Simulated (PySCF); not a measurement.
Ge(Cl)(Me)2(NH2) (C2H8ClGeN), SMILES [Ge]([Cl])([NH2])([CH3])[CH3]. Heavy atoms are numbered as in [CH3:1][Ge:2]([CH3:3])([NH2:4])[Cl:5]. Hydrogens are named by the atom that carries them.

The structure is a stationary point at B3LYP-D3(BJ)/def2-SVP. The values are those of a single conformer.

Level of theory: KT2/pcSseg-1 in PySCF.

GIAO shieldings, no solvent; atoms alike by connectivity are averaged. δ = σ(ref) − σ: ¹³C against TMS (σ = 185.1 ppm); ⁷³Ge against GeH4 (σ = 1669.3 ppm); ¹⁵N against NH3 (σ = 266.2 ppm); ³⁵Cl against HCl (σ = 945.4 ppm); ¹H against TMS (σ = 31.47 ppm), references at their B3LYP-D3(BJ)/def2-TZVP geometries, non-relativistic (without spin–orbit terms, shifts of atoms bonded to Cl or Br come out too high).

Task: Estimate the chemical shifts. (An estimate is asked for; the answer gives what the named calculation found.)

Result: 
```tsv
nucleus	atoms	count	δ (ppm)
¹³C	C1 (CH3)	2	7.4
⁷³Ge	Ge2	1	476.0
¹⁵N	N4 (NH2)	1	49.7
³⁵Cl	Cl5	1	87.3
¹H	H on N4	2	1.10
¹H	H on C1	6	0.92
```
